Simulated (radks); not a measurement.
Task: Coherent X-ray form factor from a spherical all-electron density. Calculated with a radial shooting solver on a logarithmic mesh with Libxc functionals: scalar-relativistic Kohn-Sham, Slater X-alpha with alpha = 0.688, spin-polarised, spherical densities, point nucleus.

| sin(theta)/lambda (1/angstrom) | f0 (electrons) |
|---|---|
| 0.05 | 70.254 |
| 0.1 | 68.193 |
| 0.15 | 65.236 |
| 0.2 | 61.821 |
| 0.25 | 58.272 |
| 0.3 | 54.787 |
| 0.4 | 48.374 |
| 0.5 | 42.864 |
| 0.6 | 38.176 |
| 0.8 | 30.656 |
| 1 | 25.035 |
| 1.25 | 20.214 |
| 1.5 | 17.203 |
| 2 | 13.616 |

The species is in the configuration that NIST lists as its ground one. Which atom or ion scatters so?

Result: The tantalum ion Ta2+, [Xe] 4f14 5d3. Extrapolating in s^2 from the first two rows gives f0(0) = 70.9, near the electron count 71; among species with that count, the fall with angle is slower the higher Z, and the table is that of Z = 73; from so few rows the species is fixed only to a neighbour or two.
